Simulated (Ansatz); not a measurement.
Species: C$_{6}$H$_{7}$, net charge 0, doublet state. It need not be the lowest isomer of its formula. SMILES: C1C=CC=C1[CH2]
Coordinates optimised at B3LYP-D3(BJ)/def2-TZVP (Ansatz, a first-principles code):
```
C
C 1 1.3565
H 2 1.0818 1 121.61
H 2 1.0820 3 117.30 1 -180.00
C 1 1.4207 2 127.61 3 -180.00
H 5 1.0802 1 124.57 2 0.00
C 5 1.4144 6 125.62 1 -180.00
C 7 1.3674 5 110.46 6 180.00
H 8 1.0794 7 126.32 5 -180.00
H 7 1.0812 8 125.07 9 0.00
C 8 1.5008 9 124.24 7 -180.00
H 11 1.0949 8 112.07 9 -59.78
H 11 1.0949 12 106.41 8 -122.83
```
Charge 0, spin multiplicity 2.

Atomisation energy built up term by term with Ansatz (kcal/mol; UHF references for open shells; valence terms freeze the core; atomic spin-orbit terms are left out). CBS marks a two-point X^-3 extrapolation of the correlation energy; Hartree-Fock from the larger set.

The UHF reference is spin-contaminated (<S^2> 0.40 over the pure value in the largest basis). 

```csv
term,basis,kcal/mol
Hartree-Fock,cc-pVQZ,___
CCSD correlation,"CBS(cc-pVTZ,cc-pVQZ)",309.52
(T),"CBS(cc-pVTZ,cc-pVQZ)",___
core correlation,cc-pwCVTZ,6.81
scalar relativity (X2C),cc-pVTZ-DK against cc-pVTZ,-1.02
sum: De,,___
```

### Question
Some entries are withheld; supply them.

### Answer

- Hartree-Fock, kcal/mol: 1050.36
- (T), kcal/mol: 24.24
- sum: De, kcal/mol: 1389.9
